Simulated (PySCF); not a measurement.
**How methods differ on the excitation energy of C**

C [He] 2s2 2p2 (3P) → C [He] 2s1 2p3 (5S), as a difference of total energies. Calculation: PySCF 2.14, in dyall-av3z; scalar relativity by spin-free X2C-1e. Correlated levels: valence: 1s2 frozen; virtual orbitals above 40 to 60 times the deepest correlated orbital energy dropped. The calculations carry no spin-orbit coupling.

```tsv
method	excitation energy (cm⁻¹)
UHF	20826
LDA	32858
PBE	33284
PBE0	32440
r2SCAN	29166
BLYP	39080
B3LYP	37811
B97-3	35574
MN15	34427
MP2 (valence)	30051
SCS-MP2 (valence)	34658
```

Errors of the correlated levels include the incompleteness of this basis and the frozen core.

Question: Which method comes closest to the reference value, and which is furthest?

Answer: The reference is 33706 cm⁻¹ (measured; NIST levels, between the centres of gravity of the two terms). Closest: PBE (error -421.39 cm⁻¹); furthest: UHF (error -12879 cm⁻¹).
